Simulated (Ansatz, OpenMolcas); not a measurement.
Predicting a hybrid from its neighbours: C3H9BO3

C3H9BO3: 16 atoms, total charge 0, spin state singlet. As SMILES, `COB(OC)OC`. The shape is that of a PBE0-D4/def2-TZVP optimisation.

The vertical energy of the triplet above the singlet y, in eV, basis 6-31G(d); a is the functional's share of exact exchange. Programs: Ansatz 0.2.0, OpenMolcas 26.06.

```
functional     program     a  y (eV)
      TPSS  OpenMolcas     0    7.71
    r2SCAN      Ansatz     0    7.89
     B3LYP      Ansatz   0.2    8.17
      PBE0      Ansatz  0.25       ?
     BHLYP      Ansatz   0.5    8.90
```

Task: Fit y = c + s·a to the known rows and predict PBE0.

Result: 
1. Means of the 4 rows: a = 0.1750, y = 8.168.
2. Σ(Δa)² = 0.1675, Σ(Δa·Δy) = 0.36675, so the slope is 0.36675/0.1675 = 2.1896.
3. Intercept: 8.168 − (2.1896) × 0.1750 = 7.785. The largest residual of the fit is 0.10.
4. PBE0: 7.785 + (2.1896) × 0.25 = 8.33 eV.

The run gave 8.26 eV, so the prediction is off by +0.07 eV, within the largest residual. The rows mix families of semi-local functionals, which the line can't see.
